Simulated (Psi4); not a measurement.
SSi, charge +1, quartet, at a GFN2-xTB geometry of the parent state (a state made from the parent by changing its charge; the spin is typed, not shown lowest); HF/def2-SV(P) in Psi4.

Here is a job for Psi4.
```
memory 2 GB

molecule mol {
1 4
  Si   -0.000000   -0.000000   -1.119673
  S     0.000000    0.000000    0.979714
}

set basis def2-sv(p)
set reference rohf

energy('scf')
print_variables()
```

It wrote (shortened):

```
   => Loading Basis Set <=

    Name: DEF2-SV(P)
    Role: ORBITAL
    Keyword: BASIS

         ---------------------------------------------------------
                                   SCF
               by Justin Turney, Rob Parrish, Andy Simmonett
                          and Daniel G. A. Smith
                             ROHF Reference
         ---------------------------------------------------------

  ==> Geometry <==

    Molecular point group: c2v
    Full point group: C_inf_v

    Geometry (in Angstrom), charge = 1, multiplicity = 4:

       Center              X                  Y                   Z               Mass
    ------------   -----------------  -----------------  -----------------  -----------------
         SI           0.000000000000     0.000000000000    -1.119647586309    27.976926534650
         S            0.000000000000     0.000000000000     0.979739413691    31.972071174400

  Running in c2v symmetry.

  Rotational constants: A = ************  B =      0.25634  C =      0.25634 [cm^-1]
  Rotational constants: A = ************  B =   7684.99068  C =   7684.99068 [MHz]
  Nuclear repulsion =   56.462050679593624

  Charge       = 1
  Multiplicity = 4
  Electrons    = 29
  Nalpha       = 16
  Nbeta        = 13

  ==> Algorithm <==

  SCF Algorithm Type is DF.
  DIIS enabled.
  MOM disabled.
  Fractional occupation disabled.
  Guess Type is SAD.
  Energy threshold   = 1.00e-06
  Density threshold  = 1.00e-06
  Integral threshold = 1.00e-12

  ==> Primary Basis <==

  Basis Set: DEF2-SV(P)
    Blend: DEF2-SV(P)
    Number of shells: 16
    Number of basis functions: 36
    Number of Cartesian functions: 38
    Spherical Harmonics?: true
    Max angular momentum: 2

   => Loading Basis Set <=

    Name: (DEF2-SV(P) AUX)
    Role: JKFIT
    Keyword: DF_BASIS_SCF

  ==> Integral Setup <==

  SCF_SUBTYPE=INCORE selected. In-core MEM_DF algorithm will be used.
  Using in-core AOs.

  ==> MemDFJK: Density-Fitted J/K Matrices <==

    J tasked:                   Yes
    K tasked:                   Yes
    wK tasked:                   No
    Algorithm:                 Core
    Schwarz Cutoff:           1E-12
    Mask sparsity (%):       0.7716
    Fitting Condition:        1E-10

   => Auxiliary Basis Set <=

  Basis Set: (DEF2-SV(P) AUX)
    Blend: DEF2-UNIVERSAL-JKFIT
    Number of shells: 76
    Number of basis functions: 256
    Number of Cartesian functions: 310
    Spherical Harmonics?: true
    Max angular momentum: 4

  Minimum eigenvalue in the overlap matrix is 2.7464764560E-02.
  Reciprocal condition number of the overlap matrix is 8.7988894557E-03.
    Using symmetric orthogonalization.

  ==> Pre-Iterations <==

  SCF Guess: Superposition of Atomic Densities via on-the-fly atomic UHF (no occupation information).

   -------------------------
    Irrep   Nso     Nmo
   -------------------------
     A1        18      18
     A2         2       2
     B1         8       8
     B2         8       8
   -------------------------
    Total      36      36
   -------------------------

  ==> Iterations <==

                           Total Energy        Delta E     RMS |[F,P]|

   @DF-ROHF iter SAD:  -685.47301128278582   -6.85473e+02   0.00000e+00
   @DF-ROHF iter   1:  -685.78402440349225   -3.11013e-01   7.37870e-03 DIIS
   @DF-ROHF iter   2:  -685.81926889163265   -3.52445e-02   2.61620e-03 DIIS
   @DF-ROHF iter   3:  -685.82356474971562   -4.29586e-03   1.35153e-03 DIIS
   @DF-ROHF iter   4:  -685.82466010798998   -1.09536e-03   3.22374e-04 DIIS
   @DF-ROHF iter   5:  -685.82479325331929   -1.33145e-04   1.10324e-04 DIIS
   @DF-ROHF iter   6:  -685.82480924969650   -1.59964e-05   2.70009e-05 DIIS
   @DF-ROHF iter   7:  -685.82481040319556   -1.15350e-06   8.15872e-06 DIIS
   @DF-ROHF iter   8:  -685.82481051751802   -1.14322e-07   3.04255e-06 DIIS
   @DF-ROHF iter   9:  -685.82481054003517   -2.25172e-08   1.32080e-06 DIIS
   @DF-ROHF iter  10:  -685.82481054504046   -5.00529e-09   1.29705e-07 DIIS
  Energy and wave function converged.

  ==> Post-Iterations <==

    Orbital Energies [Eh]
    ---------------------

    Doubly Occupied:

       1A1   -92.219822     2A1   -69.114288     3A1    -9.254211
       4A1    -6.939365     1B1    -6.939091     1B2    -6.935123
       5A1    -6.481806     2B1    -4.589449     6A1    -4.588039
       2B2    -4.586120     7A1    -1.192260     8A1    -0.819480
       3B2    -0.658131

    Singly Occupied:

       9A1    -0.519330     3B1    -0.488807     4B2    -0.342663

    Virtual:

       4B1    -0.215937    10A1    -0.067832    11A1     0.041756
      12A1     0.249470     5B1     0.289606     5B2     0.298439
       6B2     0.341013     6B1     0.344079    13A1     0.360092
       1A2     0.361194    14A1     0.373239    15A1     0.507559
       2A2     0.658866    16A1     0.658870     7B1     0.669931
       7B2     0.682285    17A1     0.808777     8B1     0.818105
       8B2     0.837137    18A1     1.158112

    Final Occupation by Irrep:
             A1    A2    B1    B2
    DOCC [     8,    0,    2,    3 ]
    SOCC [     1,    0,    1,    1 ]
    NA   [     9,    0,    3,    4 ]
    NB   [     8,    0,    2,    3 ]

  @DF-ROHF Final Energy:  -685.82481054504046

   => Energetics <=

    Nuclear Repulsion Energy =             56.4620506795936237
    One-Electron Energy =               -1053.9209386228692438
    Two-Electron Energy =                 311.6340773982351493
    Total Energy =                       -685.8248105450404637

Computation Completed

Properties will be evaluated at   0.000000,   0.000000,   0.000000 [a0]

Properties computed using the SCF density matrix

 Multipole Moments:

 ------------------------------------------------------------------------------------
     Multipole            Electronic (a.u.)      Nuclear  (a.u.)        Total (a.u.)
 ------------------------------------------------------------------------------------

 L = 1.  Multiply by 2.5417464519 to convert [e a0] to [Debye]
 Dipole X            :          0.0000000            0.0000000            0.0000000
 Dipole Y            :          0.0000000            0.0000000            0.0000000
 Dipole Z            :         -1.4466677            0.0014445           -1.4452232
 Magnitude           :                                                    1.4452232

 ------------------------------------------------------------------------------------

  Variable Map:
  ----------------------------------------------------------------------------
  "CURRENT ENERGY"           =>    -685.824810545040
  "CURRENT REFERENCE ENERGY" =>    -685.824810545040
  "DD SOLVATION ENERGY"      =>       0.000000000000
  "HF KINETIC ENERGY"        =>     685.906669363720
  "HF POTENTIAL ENERGY"      =>   -1371.731479908760
  "HF TOTAL ENERGY"          =>    -685.824810545040
  "HF VIRIAL RATIO"          =>       1.999880656039
  "NUCLEAR REPULSION ENERGY" =>      56.462050679594
  "ONE-ELECTRON ENERGY"      =>   -1053.920938622869
  "PCM POLARIZATION ENERGY"  =>       0.000000000000
  "PE ENERGY"                =>       0.000000000000
  "SCF ITERATION ENERGY"     =>    -685.824810545040
  "SCF ITERATIONS"           =>      10.000000000000
  "SCF TOTAL ENERGY"         =>    -685.824810545040
  "TWO-ELECTRON ENERGY"      =>     311.634077398235

  Array Variable Map:
  ----------------------------------------------------------------------------
  "CURRENT DIPOLE"           =>       0.000000000000 ... -1.445223222171 1 by 3
  "SCF DIPOLE"               =>       0.000000000000 ... -1.445223222171 1 by 3
  "SCF TOTAL ENERGIES"       =>    -685.473011282786 ... -685.824810545040 1 by 11
```
